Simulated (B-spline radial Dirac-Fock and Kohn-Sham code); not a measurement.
Atomic SCF run for Pr²⁺

ΔSCF core binding energies without Breit or QED terms, calculated with a B-spline atomic structure program. Keys: rel is the Hamiltonian (dirac, or spin-free x2c and nr, where L3 and M5 stand for the whole 2p and 3d shells), method is hf or an exchange,correlation pair (spin-unpolarised, also for the hole states), nuc the nuclear model, radius_factor scales its radius, rmax is the box in bohr, h the logarithmic mesh step, order the B-spline order, points the quadrature points per cell, c_factor scales the speed of light, and damp, ndamp, maxit and tol steer the iteration. The run stops when the commutator error falls below 10·tol·max(1, Z/10), or the numerical noise floor, and the energy has settled to about 1e-8 Ha; the virial ratio is −V/T.

Input (task.json):

```json
{"items": [{"Z": 59, "q": 2, "cfg": [[1, 0, 2], [2, 0, 2], [2, 1, 6], [3, 0, 2], [3, 1, 6], [3, 2, 10], [4, 0, 2], [4, 1, 6], [4, 2, 10], [4, 3, 3], [5, 0, 2], [5, 1, 6]], "A": 141, "rrms": 4.8919, "do": "settings", "holes": ["K", "L3", "M5"],
  "settings": [{"rel": "dirac", "method": "hf", "nuc": "fermi", "radius_factor": 1.0, "rmax": 45.0, "h": 0.3, "order": 3, "points": 10, "c_factor": 1.0, "maxit": 96, "damp": 0.5, "ndamp": 3, "tol": 1e-08}]}]}
```

Command: `python xray2_run.py task.json out`

Ground-state iterations:

```
iter   energy (Ha)        error
   1    -9223.03117757  1.94e+00
   2    -9230.08786316  6.26e-01
   3    -9236.05681972  1.50e-01
   4    -9236.42102923  5.06e-02
   5    -9236.44362720  1.47e-02
   6    -9236.44764690  9.41e-03
   7    -9236.44892384  2.04e-03
   8    -9236.44898141  6.51e-04
   9    -9236.44898898  6.10e-05
  10    -9236.44898905  3.46e-06
  11    -9236.44898905  2.13e-07
```

The ground state converged in 11 iterations, with total energy -9236.44899 Ha, virial ratio 1.92982 and highest orbital energy -21.56 eV. ΔSCF binding energies: K (1s) 42169.1 eV, L3 (2p3/2) 5994.1 eV, M5 (3d5/2) 948.8 eV.

Question: One setting is unsound. Which, and why?

Answer: order is too low for an accurate radial basis. With the default settings (Dirac Hartree-Fock): The ground state converged in 11 iterations, with total energy -9237.62366 Ha, virial ratio 1.92983 and highest orbital energy -21.27 eV. ΔSCF binding energies: K (1s) 42169.9 eV, L3 (2p3/2) 5993.2 eV, M5 (3d5/2) 947.9 eV.
